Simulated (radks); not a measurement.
Values are calculated unless marked as measured or tabulated.
Species: Pm9+. Configuration: [Kr] 4d10 4f3 5s2 5p1 (the NIST ground configuration).

Level of theory: Dirac Kohn-Sham, BLYP, spin-unpolarised, spherical densities, finite nucleus; open shells fill j = l - 1/2 first; Fermi nuclear charge, rms radius 4.962 fm (a radial shooting solver on a logarithmic mesh with Libxc functionals).

Energy parts (eV):
total: -272281.85
kinetic: 294462.12
electron-nucleus: -658787.86
Hartree: 98183.81
exchange-correlation: -6139.92

Orbitals (lengths in bohr, moments of r in powers of bohr; r(90%) holds 90 % of the orbital's charge):
| orbital | occ. | eigenvalue (eV) | r(90%) | <r^2> |
|---|---|---|---|---|
| 1s1/2 | 2 | -45124.01 | 0.0419 | 0.0007317 |
| 2s1/2 | 2 | -7453.142 | 0.153 | 0.01150 |
| 2p1/2 | 2 | -7066.500 | 0.136 | 0.008388 |
| 2p3/2 | 4 | -6506.016 | 0.144 | 0.009635 |
| 3s1/2 | 2 | -1736.868 | 0.382 | 0.07745 |
| 3p1/2 | 2 | -1570.954 | 0.375 | 0.07252 |
| 3p3/2 | 4 | -1458.238 | 0.393 | 0.07980 |
| 3d3/2 | 4 | -1169.549 | 0.365 | 0.06444 |
| 3d5/2 | 6 | -1145.120 | 0.371 | 0.06648 |
| 4s1/2 | 2 | -456.5385 | 0.846 | 0.3921 |
| 4p1/2 | 2 | -393.1400 | 0.877 | 0.4138 |
| 4p3/2 | 4 | -368.0623 | 0.916 | 0.4519 |
| 4d3/2 | 4 | -263.3196 | 1.000 | 0.5164 |
| 4d5/2 | 6 | -258.7649 | 1.01 | 0.5305 |
| 4f5/2 | 3 | -135.7782 | 1.28 | 0.7658 |
| 4f7/2 | 0 | -135.1214 | 1.29 | 0.7749 |
| 5s1/2 | 2 | -162.0367 | 1.80 | 1.821 |
| 5p1/2 | 1 | -141.3169 | 1.93 | 2.077 |
| 5p3/2 | 0 | -135.9585 | 2.00 | 2.231 |
| 5d3/2 | 0 | -103.9621 | 2.33 | 2.991 |
| 5d5/2 | 0 | -103.0731 | 2.35 | 3.047 |
| 6s1/2 | 0 | -83.7682 | 3.22 | 6.041 |

The highest occupied level is 4f5/2 at -135.78 eV. The configuration is held as typed, so some empty levels lie below it. For comparison, the ionisation energy in NIST's Atomic Spectra Database is 155 eV (theoretical). In exact Kohn-Sham theory the highest level is minus the ionisation energy, but local and semilocal functionals leave it too shallow, through self-interaction and a potential that decays too fast; potentials with the right tail come closer. The electron density at the nucleus is 4.931e+05 e/bohr^3.

Beside tabulated values, note that spin-unpolarised runs miss the spin-polarisation part of the exchange energy of open shells.
